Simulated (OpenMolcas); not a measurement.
**Zr I: effect of the basis set**

```
Program             : OpenMolcas 26.06
Method              : CASSCF
Active space        : 4 electrons in 6 orbitals (4d 5s)
State averaging     : 2S+1 = 3 even, 71 roots; 2S+1 = 5 even, 15 roots kept (CI in the orbitals of an earlier block); 2S+1 = 1 even, 55 roots kept (CI in the orbitals of an earlier block)
Spin-orbit coupling : state interaction with AMFI integrals over the reference wave functions, term energies averaged over their components
```

A. ANO-R2 [7s5p4d2f1g], X2C, finite nucleus; cost about 60 core-seconds
B. ANO-RCC-VTZP [7s6p4d2f1g], DKH2, point nucleus; cost roughly 50 core-seconds
C. ANO-R3 [8s6p5d3f2g1h], X2C, finite nucleus; cost roughly 70 core-seconds
D. ANO-RCC-VQZP [8s7p5d3f2g1h], DKH2, point nucleus; cost of the order of 70 core-seconds

Energies in cm⁻¹ above 4d² 5s² ³F₂, the measured ground level; measured values from NIST Handbook of Basic Atomic Spectroscopic Data.

```json
{"Level": "4d³ 5s ⁵F₁", "A": "-2440", "B": "-2692", "C": "-2721", "D": "-2742", "Measured": "4871"}
{"Level": "4d³ 5s ⁵F₂", "A": "-2288", "B": "-2538", "C": "-2567", "D": "-2591", "Measured": "5023"}
{"Level": "4d³ 5s ⁵F₃", "A": "-2064", "B": "-2311", "C": "-2340", "D": "-2368", "Measured": "5249"}
{"Level": "4d³ 5s ⁵F₄", "A": "-1773", "B": "-2016", "C": "-2044", "D": "-2077", "Measured": "5541"}
{"Level": "4d³ 5s ⁵F₅", "A": "-1419", "B": "-1658", "C": "-1686", "D": "-1724", "Measured": "5889"}
{"Level": "4d² 5s² ³F₂", "A": "0.0", "B": "0.0", "C": "0.0", "D": "0.0", "Measured": "0.0"}
{"Level": "4d² 5s² ³F₃", "A": "440", "B": "443", "C": "444", "D": "436", "Measured": "570"}
{"Level": "4d² 5s² ³F₄", "A": "970", "B": "977", "C": "978", "D": "962", "Measured": "1241"}
{"Level": "4d³ 5s ³P₀(1)", "A": "1717", "B": "1398", "C": "1356", "D": "1356", "Measured": ""}
{"Level": "4d³ 5s ³P₁(1)", "A": "1858", "B": "1541", "C": "1499", "D": "1497", "Measured": ""}
{"Level": "4d³ 5s ³P₂(1)", "A": "2066", "B": "1757", "C": "1715", "D": "1711", "Measured": ""}
{"Level": "4d² 5s² ¹D₂", "A": "4515", "B": "4353", "C": "4310", "D": "4314", "Measured": "5102"}
{"Level": "4d³ 5s ⁵P₁", "A": "5826", "B": "5504", "C": "5410", "D": "5417", "Measured": "10885"}
{"Level": "4d³ 5s ⁵P₂", "A": "5979", "B": "5660", "C": "5566", "D": "5571", "Measured": "11017"}
{"Level": "4d³ 5s ⁵P₃", "A": "6167", "B": "5849", "C": "5754", "D": "5756", "Measured": "11258"}
{"Level": "4d² 5s² ¹G₄", "A": "7644", "B": "7483", "C": "7409", "D": "7430", "Measured": "8057"}
{"Level": "4d³ 5s ³G₃", "A": "8693", "B": "8425", "C": "8307", "D": "8330", "Measured": "12503"}
{"Level": "4d³ 5s ³G₄", "A": "8845", "B": "8577", "C": "8459", "D": "8480", "Measured": "12761"}
{"Level": "4d³ 5s ³G₅", "A": "9090", "B": "8816", "C": "8699", "D": "8716", "Measured": "12773"}
{"Level": "4d³ 5s ³F₂(1)", "A": "9406", "B": "9525", "C": "9425", "D": "9448", "Measured": ""}
{"Level": "4d³ 5s ³F₃(1)", "A": "9792", "B": "9904", "C": "9803", "D": "9820", "Measured": ""}
{"Level": "4d³ 5s ³F₄(1)", "A": "10292", "B": "10413", "C": "10313", "D": "10321", "Measured": ""}
{"Level": "4d³ 5s ³H₄", "A": "11646", "B": "11356", "C": "11216", "D": "11249", "Measured": ""}
{"Level": "4d³ 5s ³H₅", "A": "11799", "B": "11510", "C": "11370", "D": "11400", "Measured": ""}
```

A puts 4d³ 5s ⁵F₁ lowest. B puts 4d³ 5s ⁵F₁ lowest. C puts 4d³ 5s ⁵F₁ lowest. D puts 4d³ 5s ⁵F₁ lowest.

Deviations, from unrounded energies. A percentage is the sum of absolute deviations over the sum of measured energies, with the sign that they share, or ± where signs differ.

```csv
Against measurement,Levels,A,B,C,D
mean absolute deviation (cm-1),15,4300,4500,4600,4600
fine structure of the ground term (%),2,-22.2,-21.6,-21.5,-22.8
other terms of the ground configuration (%),2,-7.6,-10.0,-10.9,-10.8
other configurations (%),11,-64.6,-67.7,-68.5,-68.5
```

A lies closest to measurement on these levels and D furthest from it. The largest miss of A in the table is 4d³ 5s ⁵F₃, by -7300 cm-1. The ranking rests on the paired levels alone, and a cruder setting can come out closer through cancelling errors.

Among A to D the level of the table that moves most is 4d³ 5s ³H₄, by 430 cm-1 (lowest in C, highest in A).

Without dynamic correlation excited terms often stand tens of per cent too high (terms of higher spin than the ground term too low), and those without a measured partner can miss by more than the paired ones. Terms from blocks run as CI alone lack orbitals of their own. The lowest computed level is not the ground level that NIST lists (3F2). Configurations are named by rounded mean occupations; where the s occupation lies near a half they are strongly mixed, a name can repeat and a true partner stay unpaired. A single d shell beside an s shell can misplace configurations of different d count against each other. Measured partners are found by configuration, term and J. A level has none where our copy of the source lacks it or the pairing is in doubt (some pairs that miss far off the trend of their configuration count as doubtful), and it then counts in no deviation. Only configurations of the active space appear. The table leaves out levels that lie high or whose names do not pair safely across all columns.

A number in round brackets counts repeated terms of one configuration in the order of the reference energies.
